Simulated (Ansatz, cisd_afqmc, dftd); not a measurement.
System: NaF, charge 0, singlet. NaF (SMILES [F][Na]).
B3LYP-D3(BJ)/def2-TZVP minimum from Ansatz (a first-principles code):
```xyz
2

Na     0.0000     0.0000    -0.8672
F      0.0000     0.0000     1.0599
```

Quantity: atomisation energy (electronic, to ground-state atoms), in kcal/mol. Open shells are spin-unrestricted; no spin-orbit coupling. Cores are frozen in correlated methods. No relativity. The Monte Carlo rows (phaseless AFQMC, CISD trial, step 0.005/hartree) carry one-sigma bars that omit the constraint's bias. Outlying blocks are dropped, and bars are widened where a walk drifts. Over all cases where full CI ran beside it in this data, AFQMC minus full CI had a median of +0.1 mEh and passed +0.4 mEh in a tenth of the cases. CBS(X,Y): correlation extrapolated as X^-3, Hartree-Fock from the larger set. A bracket is a step between two methods taken in the basis named. Double hybrids freeze cores in their MP2 part. Full CI freezes restricted core orbitals, also for open shells; the composite that ends in it estimates full CI at the basis-set limit. Where a partner has so few electrons that a lower coupled-cluster level is exact, that level stands in.

```tsv
level	program	atomisation energy (kcal/mol)	difference against the last row
PBE/def2-TZVPD	Ansatz	114.4	-1.1
r2SCAN-D4/def2-TZVPD	Ansatz + dftd4	111.9	-3.6
r2SCAN/def2-TZVPD	Ansatz	111.8	-3.7
CAM-B3LYP/def2-TZVPD	Ansatz	113.1	-2.4
wB97X-V/def2-TZVPD	Ansatz	112.9	-2.6
wB97M-V/def2-TZVPD	Ansatz	113.0	-2.5
B2PLYP-D3(BJ)/def2-TZVPD	Ansatz + dftd3	112.5	-3.0
B2GP-PLYP-D3(BJ)/def2-TZVPD	Ansatz + dftd3	112.1	-3.4
MP2/CBS(def2-TZVPP,def2-QZVPP)	Ansatz	122.4	6.9
CCSD(T)/def2-TZVPP	Ansatz	108.0	-7.5
CCSD(T)/def2-QZVPP	Ansatz	112.6	-2.9
CCSDT(Q)/def2-SVP	Ansatz	98.9	-16.6
CCSDTQ/def2-SVP	Ansatz	98.9	-16.6
AFQMC/CISD/def2-TZVPP	cisd_afqmc	108.0 ± 0.2	-7.5
CCSD(T)/CBS(def2-TZVPP,def2-QZVPP) + [FCI - CCSD(T)]/def2-SVP	Ansatz	115.8	0.3
CCSD(T)/CBS(def2-TZVPP,def2-QZVPP) + [CCSDT(Q) - CCSD(T)]/def2-QZVPP + [FCI - CCSDT(Q)]/def2-SVP	Ansatz	115.5	0.0
```
